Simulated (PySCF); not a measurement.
Simulated absorption spectrum

C2H6BBrGe2.
SMILES: `[GeH2]([Br])[B](C#C)[GeH3]`

Theory: PySCF, TDDFT CAM-B3LYP/def2-SVPD, vertical, gas phase, core orbitals frozen in the response. Isolated species at its GFN2-xTB geometry (one conformer only). Relativistic effects, spin–orbit coupling among them, are left out although an element past zinc is present. Torsions of this conformer, `[CH:1]#[C:2][B:3]([GeH3:4])[GeH2:5][Br:6]`: C2–B3–Ge5–Br6 -79°.

Computed states:

```csv
state,E (eV),f
S1,2.78,0.0016
S2,4.20,0.0022
S3,4.29,0.018
S4,4.98,0.0091
S5,5.07,0.069
S6,5.37,0.0030
S7,5.97,0.118
S8,6.06,0.030
```

Broadening: Gaussians 0.4 eV wide at half height, area fixed by f = 4.319×10⁻⁹ ∫ε dν̃. The width is an assumption, not a result. The curve ends short of the highest state used, and states not computed would add to its high-energy end.

Problem. What does the envelope look like, and where are its maxima?

Solution. 
(λ (nm), ε (L mol⁻¹ cm⁻¹)): (227.1, 598), (233.3, 1879), (239.5, 4187), (245.7, 5248), (251.9, 3861), (258.1, 1798), (264.3, 631), (270.5, 405), (276.7, 702), (282.9, 1135), (289.1, 1355), (295.3, 1215), (301.5, 847), (307.7, 474), (313.9, 219), (320.1, 86), (326.3, 29), (332.5, 9), (338.7, 2), (344.9, 1), (351.1, 0), (357.3, 0), (363.5, 0), (369.7, 0), (375.9, 1), (382.1, 3), (388.3, 6), (394.5, 12), (400.7, 20), (406.9, 33), (413.1, 48), (419.2, 64), (425.4, 81), (431.6, 95), (437.8, 105), (444.0, 109), (450.2, 108), (456.4, 101), (462.6, 91), (468.8, 78), (475.0, 65), (481.2, 52), (487.4, 41), (493.6, 31), (499.8, 22), (506.0, 16), (512.2, 11), (518.4, 8), (524.6, 5), (530.8, 3), (537.0, 2), (543.2, 1), (549.4, 1), (555.6, 1), (561.8, 0), (568.0, 0)

Maxima: 445 nm (2.78 eV), ε about 110, made up of S1 (100%); 290 nm (4.28 eV), ε about 1400, made up of S3 (90%); 245 nm (5.06 eV), ε about 5300, made up of S4 (10%) and S5 (89%) (ε in L mol⁻¹ cm⁻¹; maxima over ε = 5, shares over 10%).

Problem. What would ε be at 5.06 eV, the highest of these maxima, with half the width (0.2 eV)?

Solution. About 10100 L mol⁻¹ cm⁻¹ against 5260, a factor of about 1.9; a lone state at its own centre would give exactly 2.

Problem. Does any computed singlet lie in the visible range?

Solution. S1 lies in the visible range (380 to 750 nm), at 446 nm, f = 0.0016; light of that wavelength is blue, and its complementary colour is yellow; a Tamm–Dancoff triplet lies at 526 nm, without intensity as long as spin–orbit coupling is left out.

Problem. On this curve, what absorbance would a 10⁻³ mol/L sample give at 450 nm over a 1 cm path?

Solution. 450 nm is 2.755 eV, where ε is about 110 L mol⁻¹ cm⁻¹, so A = ε c l ≈ 0.11 (Beer–Lambert, with the gas-phase spectrum and the assumed width).

Hardware: one thread, Arm Neoverse N1 (aarch64), shared host with 64 logical CPUs at a one-minute load of 61. Cost: 2.3 min (grids of density and orbitals included), 1.0 GiB resident at most.
